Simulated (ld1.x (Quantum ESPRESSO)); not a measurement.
# An all-electron radial function and its pseudo partner (Sb)

Columns: radius, all-electron u(r) and pseudo u(r) of the 4d shell (level -34.25 eV) of antimony in the configuration [Ar] 3d10 4s2 4p6 4d10 5s1.5 5p3.5; LDA (PZ), scalar-relativistic, PAW scheme, ld1.x (Quantum ESPRESSO) 7.5.

```
r (bohr)  all-electron   pseudo
   0.103        0.3418  -0.0119
   0.205        0.5703  -0.0864
   0.308        0.2987  -0.2534
   0.410       -0.1556  -0.4889
   0.513       -0.5703  -0.7397
   0.615       -0.8552  -0.9386
   0.718       -1.0136  -1.0531
   0.820       -1.0695  -1.0833
   0.923       -1.0567  -1.0580
   1.025       -1.0018  -1.0018
   1.128       -0.9233  -0.9233
   1.230       -0.8355  -0.8355
   1.332       -0.7458  -0.7458
   1.435       -0.6583  -0.6583
   1.538       -0.5765  -0.5765
   1.640       -0.5027  -0.5027
   1.743       -0.4358  -0.4358
   1.845       -0.3770  -0.3770
   1.948       -0.3247  -0.3247
   2.050       -0.2795  -0.2795
   2.153       -0.2397  -0.2397
   2.255       -0.2057  -0.2057
   2.358       -0.1759  -0.1759
   2.460       -0.1506  -0.1506
   2.562       -0.1288  -0.1288
   2.665       -0.1098  -0.1098
```

Q: How many radial nodes do the two functions have?

A: The all-electron 4d function has n − l − 1 = 1; the pseudo-wave has 0, since the states of the same l below it are removed with the core.

Q: At about which radius was the pseudo-wave matched?

A: 1.00 bohr, where the columns begin to agree (steps of 0.10 bohr).

Q: Is the pseudo-wave norm-conserving?

A: No, it belongs to a PAW set: the norm inside the radius is not constrained, and the difference is carried by the augmentation charge.
